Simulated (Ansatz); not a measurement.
Consider the ligand exchange at the Al–O bond: `C[N](C)[AlH][OH]` + H–F → `C[N](C)[AlH][F]` + H₂O.

Computed with Ansatz on PBE0-D4/def2-TZVP structures; ΔE is electronic, products minus reactants. CBS: MP2 limit from def2 TZ/QZ plus the TZ coupled-cluster correction, frozen cores. This one scheme is used for every species. Functionals use def2-TZVPP. Each species was taken in one conformer, which may not be the lowest.

```tsv
level	ΔE (kJ/mol)	difference from CCSD(T)/CBS
PBE-D4	-53.6	1.6
B97M-V	-58.0	-2.8
r2SCAN0-D4	-55.0	0.2
BHLYP-D4	-56.5	-1.3
ωB97M-V	-55.2	0.0
MP2/def2-SVP	-58.2	-3.0
CCSD(T)/def2-SVP	-59.2	-4.0
HF/def2-TZVPP	-60.6	-5.4
MP2/def2-QZVPP	-53.9	1.3
MP2/CBS(def2)	-54.0	1.2
CCSD(T)/CBS	-55.2	0
```

Largest T1 diagnostic among the species: 0.012.

In def2-TZVPP, CCSD(T) changes the Hartree–Fock value by +7.0 kJ/mol (the triples alone add +1.2 kJ/mol) and MP2 by +8.1 kJ/mol. Leaving LDA and LC-ωPBE aside and taking each functional with its dispersion term where it has one, the values, not all of them listed here, spread over 5.3 kJ/mol, from B97M-V to revPBE-D4. LDA lies +5.3 kJ/mol from PBE without D4.

CCSD(T)/CBS has its own doubt, a few kJ/mol and more with outer-core shells, so smaller differences from it don't rank the levels.
